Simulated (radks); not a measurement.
Results of a calculation; reference values are marked as such.
Coulomb parameter of the 4d shell of the ruthenium ion Ru+ in the model configuration [Kr] 4d6 5s1, as a second difference U = [E(n + 1) + E(n - 1) - 2 E(n)] / (1)^2 with all orbitals relaxed. "Bare": the charge of the atom changes with n. "Screened": the 5s shell takes up the change at fixed total charge, which measures U(4d,4d) + U(5s,5s) - 2 U(4d,5s). Level of theory: scalar-relativistic Kohn-Sham, LDA (Slater exchange, Perdew-Wang correlation), spin-unpolarised, spherical densities, finite nucleus; Fermi nuclear charge, rms radius 4.4809 fm (a radial shooting solver on a logarithmic mesh with Libxc functionals). Estimate both.

Answer. U(bare) = 11.223 eV, U(screened by 5s) = 1.666 eV, against the Slater integral F0(4d,4d) = 15.783 eV with frozen orbitals.
